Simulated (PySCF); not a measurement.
A calculated (UHF, PySCF 2.14, x2c-QZVPPall, the spin-free X2C one-electron Hamiltonian (Gaussian nucleus)) atom or ion has these occupied shells.

| shell | electrons | orbital energy (eV) | rms radius, mean of both spins (bohr) |
| --- | --- | --- | --- |
| 1s α | 1 | -308.86 | 0.312 |
| 1s β | 1 | -305.62 | 0.312 |
| 2s α | 1 | -25.630 | 1.67 |
| 2p α | 3 | -13.030 | 1.88 |

Problem. Name the element and its charge.

Solution. C (carbon, neutral), in [He] 2s1 2p3, high-spin 5S determinant (an excited configuration).
